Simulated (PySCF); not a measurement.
Sb(Et)3 (C6H15Sb), SMILES C[CH2][Sb]([CH2]C)[CH2]C. Atoms are numbered in the order given.

```xyz
22

Sb     0.1078    -0.1499     0.7865
C      1.4836     1.1385    -0.3856
C      0.9541     1.7266    -1.6897
H      2.3751     0.5141    -0.5638
H      1.7973     1.9387     0.3033
H      0.0779     2.3724    -1.5222
H      0.6516     0.9461    -2.4036
H      1.7215     2.3453    -2.1875
C     -1.7377     0.3108    -0.3286
C     -2.4155     1.5970     0.1383
H     -2.3964    -0.5605    -0.1797
H     -1.4935     0.3528    -1.4002
H     -1.7654     2.4764    -0.0031
H     -2.6749     1.5557     1.2090
H     -3.3485     1.7912    -0.4188
C      0.5299    -2.0241    -0.3051
C      0.5986    -1.9446    -1.8266
H     -0.2549    -2.7272     0.0210
H      1.4772    -2.4023     0.1137
H      1.4085    -1.2788    -2.1637
H     -0.3407    -1.5685    -2.2619
H      0.7890    -2.9371    -2.2721
```

The structure is a stationary point at B3LYP-D3(BJ)/def2-SVP. The isomer is the one that the SMILES or the coordinates give; other isomers of the formula were not compared. The def2 effective core potentials stand for the cores of Sb; spin–orbit coupling is left out. The values are those of a single conformer.

Calculation: PySCF 2.14.0 with TDDFT-CAM-B3LYP/def2-SVP.

Vertical excitations. Gas-phase values at a fixed geometry.

| state | energy (eV) | λ (nm) | f | main pairs |
|---|---|---|---|---|
| S1 | 5.69 | 218 | 0.120 | HOMO→LUMO 94 % |
| S2 | 5.84 | 212 | 0.121 | HOMO→LUMO+1 93 % |
| S3 | 6.79 | 183 | 0.006 | HOMO−2→LUMO 61 %, HOMO−1→LUMO+1 34 % |
| S4 | 7.14 | 174 | 0.070 | HOMO−1→LUMO 49 %, HOMO→LUMO+2 32 % |
| S5 | 7.16 | 173 | 0.086 | HOMO→LUMO+2 33 %, HOMO−1→LUMO+1 32 %, HOMO−2→LUMO 15 %, HOMO−1→LUMO 11 % |
| S6 | 7.24 | 171 | 0.161 | HOMO−1→LUMO+1 27 %, HOMO→LUMO+2 25 %, HOMO−1→LUMO 17 %, HOMO−2→LUMO 17 % |
| S7 | 7.35 | 169 | 0.036 | HOMO−2→LUMO+1 59 %, HOMO→LUMO+3 12 %, HOMO→LUMO+4 9 % |
| S8 | 7.75 | 160 | 0.297 | HOMO→LUMO+3 33 %, HOMO→LUMO+4 26 %, HOMO−2→LUMO+1 20 %, HOMO−1→LUMO 11 % |
| S9 | 8.02 | 155 | 0.003 | HOMO→LUMO+4 29 %, HOMO−2→LUMO+2 25 %, HOMO→LUMO+3 23 %, HOMO−1→LUMO+2 16 % |
| S10 | 8.18 | 152 | 0.006 | HOMO→LUMO+5 49 %, HOMO−1→LUMO+2 21 %, HOMO−2→LUMO+2 17 % |
| T1 | 4.57 | 271 | 0 | HOMO→LUMO 92 % |
| T2 | 4.70 | 264 | 0 | HOMO→LUMO+1 94 % |
| T3 | 5.87 | 211 | 0 | HOMO−1→LUMO 51 %, HOMO−2→LUMO+1 27 % |
| T4 | 6.31 | 196 | 0 | HOMO−2→LUMO 33 %, HOMO−2→LUMO+1 29 %, HOMO−1→LUMO 21 %, HOMO−1→LUMO+1 7 % |
Triplets are in the Tamm–Dancoff approximation, which puts them higher than full response would, so one can lie above its singlet here.
